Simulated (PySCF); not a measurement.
Job file and geometry (Å, from GFN2-xTB) of an NMR shielding run on `C[n+]1nn(C2CC2)cc1[SiH3]`, [C6H12N3Si]+, GIAO PBE0/pcSseg-1 NMR shielding, non-relativistic, gas phase in PySCF 2.14.0, density-fitted response routines; density fitting, a coarse starting grid and PySCF grid level 2 are the driver's defaults:

```
$ OMP_NUM_THREADS=1 python probes_run.py task.json out

{"job": {"kind": "nmr", "xc": "PBE0", "basis": "pcSseg-1"}, "charge": 1, "multiplicity": 1}
C      1.904314     1.407171     1.220476
N      1.037016     0.497981     0.534838
N     -0.255537     0.642872     0.614102
N     -0.781502    -0.303967    -0.105778
C     -2.184032    -0.446358    -0.245075
C     -3.056265    -0.093580     0.931705
C     -3.027511     0.802257    -0.257510
C      0.181468    -1.071783    -0.657487
C      1.389067    -0.550814    -0.241438
Si     3.185132    -1.105481    -0.600426
H      2.612114     0.858713     1.841093
H      1.292430     2.056792     1.843649
H      2.459805     2.012470     0.503198
H     -2.443507    -1.282063    -0.879861
H     -2.557047     0.238495     1.828764
H     -3.924522    -0.708507     1.106130
H     -3.875674     0.821672    -0.922911
H     -2.507611     1.743466    -0.169596
H     -0.030380    -1.909767    -1.287332
H      3.050922    -2.184786    -1.564804
H      3.831257     0.101095    -1.109278
H      3.689653    -1.506495     0.710513
```

Q: What does the program print?

A: 
```
coarse grid: 18768 points
cycle   1  E = -688.5302768805  dE =  2.159e+00  |g| = 5.723e-01  |ddm| = 4.303e+00
cycle   2  E = -688.4547835616  dE =  7.549e-02  |g| = 8.281e-01  |ddm| = 1.277e+00
cycle   3  E = -688.6038577790  dE = -1.491e-01  |g| = 1.176e-01  |ddm| = 7.253e-01
cycle   4  E = -688.6057742621  dE = -1.916e-03  |g| = 8.147e-02  |ddm| = 1.832e-01
cycle   5  E = -688.6072302750  dE = -1.456e-03  |g| = 1.351e-02  |ddm| = 6.500e-02
cycle   6  E = -688.6072602985  dE = -3.002e-05  |g| = 4.694e-03  |ddm| = 1.221e-02
cycle   7  E = -688.6072651398  dE = -4.841e-06  |g| = 1.038e-03  |ddm| = 4.224e-03
final grid: 176616 points
cycle   8  E = -688.6619433029  dE = -5.005e-05  |g| = 8.169e-03  |ddm| = 3.947e-02
cycle   9  E = -688.6619407309  dE =  2.572e-06  |g| = 8.885e-03  |ddm| = 1.483e-02
cycle  10  E = -688.6619600019  dE = -1.927e-05  |g| = 1.442e-03  |ddm| = 8.063e-03
cycle  11  E = -688.6619604519  dE = -4.500e-07  |g| = 4.401e-04  |ddm| = 1.508e-03
cycle  12  E = -688.6619604893  dE = -3.748e-08  |g| = 1.527e-04  |ddm| = 3.855e-04
cycle  13  E = -688.6619604939  dE = -4.570e-09  |g| = 3.227e-05  |ddm| = 1.190e-04
cycle  14  E = -688.6619604941  dE = -1.901e-10  |g| = 1.070e-05  |ddm| = 3.212e-05
converged SCF energy = -688.6619604941

GIAO shielding tensors (ppm)
atom      isotropic    diamagn.    paramagn.     s11        s22        s33       span
  0 C      147.913     246.216     -98.303    126.296    129.877    187.565     61.269
  1 N       -5.771     339.869    -345.639   -156.482      8.005    131.165    287.647
  2 N     -117.203     321.470    -438.672   -358.745   -110.413    117.551    476.296
  3 N      -21.368     338.000    -359.368   -146.304    -49.264    131.463    277.767
  4 C      150.829     241.503     -90.674    108.632    128.154    215.701    107.070
  5 C      166.848     255.387     -88.538    129.208    173.722    197.615     68.408
  6 C      166.834     254.472     -87.637    129.085    173.698    197.721     68.636
  7 C       43.854     255.050    -211.197    -30.211     43.023    118.749    148.960
  8 C       41.122     259.343    -218.220    -26.818      8.766    141.419    168.237
  9 Si     435.146     880.335    -445.189    430.606    432.070    442.762     12.156
 10 H       27.400      28.608      -1.208     22.696     26.546     32.958     10.262
 11 H       26.812      29.279      -2.467     21.448     26.708     32.281     10.833
 12 H       27.358      28.860      -1.501     23.160     25.614     33.302     10.141
 13 H       27.873      30.505      -2.632     20.248     27.682     35.688     15.440
 14 H       29.828      32.051      -2.223     23.971     28.313     37.200     13.229
 15 H       29.696      28.978       0.718     24.081     25.220     39.787     15.705
 16 H       29.689      28.984       0.705     24.072     25.221     39.773     15.701
 17 H       29.837      32.047      -2.209     23.949     28.333     37.230     13.281
 18 H       23.550      33.707     -10.157     19.963     23.254     27.434      7.471
 19 H       26.957      27.740      -0.784     22.487     26.000     32.384      9.898
 20 H       26.950      28.147      -1.197     23.054     25.984     31.813      8.759
 21 H       26.923      27.996      -1.073     23.255     25.493     32.021      8.766
```

Q: Turn these shieldings into chemical shifts. References, each an isolated molecule treated in the same way: TMS for ¹³C (σ = 186.93 ppm), ²⁹Si (σ = 349.16 ppm), ¹H (σ = 31.72 ppm); NH3 for ¹⁵N (σ = 267.73 ppm).

A: Averaging equivalent atoms: C 8: 145.8; C 7: 143.1; C 0: 39.0; C 4: 36.1; C 5/6: 20.1; N 2: 384.9; N 3: 289.1; N 1: 273.5; Si 9: -86.0; H 18: 8.17; H 19/20/21: 4.77; H 10/11/12: 4.53; H 13: 3.84; H 15/16: 2.02; H 14/17: 1.88 ppm. Experimental scales use liquid or dissolved standards, which lie at an offset from isolated NH3 (liquid NH3: subtract about 20 ppm). Unscaled 15N shifts of sp2 nitrogen come out 20 to 40 ppm too high even then.

Size and cost of the density-fitted run: 237 basis functions, 62 s wall time on 1 thread of an Arm Neoverse V1, shared host; peak memory 1.1 GiB.
